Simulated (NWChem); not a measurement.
System: SrHSF; SMILES [Sr]([SH])[F]

```xyz
4

Sr     0.1203     0.3972    -0.0149
F     -1.1912     2.0449     0.0169
S     -0.2727    -2.3337    -0.0182
H      1.0571    -2.5940    -0.0454
```
Atoms are numbered in this order, from 1.

All runs: NWChem. The geometry was optimised at PBE0/def2-SVP (def2 core potentials past Kr). B3LYP is NWChem's, with the RPA form of VWN correlation. Static field.

```csv
level,isotropic polarisability (bohr³),anisotropy (bohr³)
"PBE/Sadlej pVTZ, non-relativistic",62.9,28.3
"B3LYP/Sadlej pVTZ, non-relativistic",58.8,23.8
"BHandHLYP/Sadlej pVTZ, non-relativistic",53.5,18.4
"Hartree-Fock/Sadlej pVTZ, non-relativistic",48.8,12.6
```
